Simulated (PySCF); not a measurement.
Isomers of CH5BSi. Gas-phase values, no solvent. One relaxed conformer stands for each flexible species; it need not be the lowest. Strings in code marks are SMILES.

The four lowest singlet excitations (Tamm–Dancoff). Computed with r2SCAN-D4/def2-TZVP in PySCF. Excitations are Tamm–Dancoff values on a coarser integration grid. The basis has no diffuse functions, so Rydberg states are missing or too high.

```
state  energy (eV)  wavelength (nm)  oscillator strength
-----  -----------  ---------------  -------------------
S1            3.15              393                0.000
S2            6.22              199                0.274
S3            6.31              197                0.019
S4            6.51              190                0.016
```

Question: Which member gives these states?
A. `[H]/B=C\[SiH3]`
B. `C=B[SiH3]`
C. `[H]/B=[SiH]/C`
D. `CB=[SiH2]`

Answer: B, `C=B[SiH3]`
